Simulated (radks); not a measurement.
Results of a calculation; reference values are marked as such.
Initial-state core-level shifts of neutral cobalt when its valence configuration changes from [Ar] 3d7 4s2. Code: a radial shooting solver on a logarithmic mesh with Libxc functionals. Model: scalar-relativistic Kohn-Sham, r2SCAN, spin-polarised, spherical densities, finite nucleus; open shells are filled with parallel spins first; meta-GGA in the generalised Kohn-Sham scheme; Fermi nuclear charge, rms radius 3.7875 fm. Shifts are changes of the shell-averaged eigenvalues in eV (positive: less bound); the change of the density at the nucleus, which sets a Mossbauer isomer shift, is in e/bohr^3, on a base of 1.736e+04.

valence               1s       2s       2p       3p  density at nucleus
3d6 4s2 4p1       -7.822   -8.528   -8.481   -7.374              +5.206
3d7 4s1 4p1       -1.335   -1.274   -1.277   -1.337              -5.678
3d8 4s1           +4.854   +5.393   +5.351   +4.783              -8.265
3d6.5 4s2 4p0.5   -3.803   -4.122   -4.099   -3.637              +2.435
3d6.5 4s1 4p1.5   -4.906   -5.193   -5.172   -4.732              -3.846
3d5 4s2 4p2      -16.505  -18.167  -18.065  -15.098             +11.526
3d7 4p2           -3.028   -2.849   -2.860   -3.027             -12.924
3d7.5 4s1.5       +2.577   +2.873   +2.851   +2.511              -4.548
3d5.5 4s1.5 4p2  -12.526  -13.681  -13.606  -11.655              +4.310
